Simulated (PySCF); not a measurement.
SMILES CCc1ccc(F)cc1 (C₈H₉F) (GFN2-xTB optimised geometry):

```
18

C     -1.731    -2.443     1.498
C     -1.479    -2.025     0.048
C     -0.715    -0.733     0.000
C     -1.386     0.484     0.005
C     -0.692     1.681     0.005
C      0.690     1.645     0.003
F      1.377     2.809     0.001
C      1.387     0.452     0.000
C      0.674    -0.733     0.000
H     -2.305    -1.680     2.018
H     -0.787    -2.577     2.022
H     -2.285    -3.379     1.534
H     -0.913    -2.809    -0.459
H     -2.436    -1.909    -0.464
H     -2.466     0.497     0.005
H     -1.205     2.630     0.006
H      2.466     0.461    -0.003
H      1.207    -1.673    -0.003
```

Level of theory: CAM-B3LYP/def2-SVP (PySCF).

Q: What are the frontier orbital energies and the dipole moment?

A: HOMO-2 -11.01 eV, HOMO-1 -8.75 eV, HOMO -8.02 eV, LUMO 0.85 eV, LUMO+1 1.24 eV; dipole moment 1.88 D.

Meta-Löwdin charges at CAM-B3LYP/def2-SVP: C1 -0.28, C2 -0.16, C3 0.01, C4 -0.11, C5 -0.14, C6 0.28, F7 -0.27, C8 -0.14, C9 -0.11, H10 0.09, H11 0.09, H12 0.09, H13 0.09, H14 0.09, H15 0.10, H16 0.12, H17 0.12, H18 0.10.
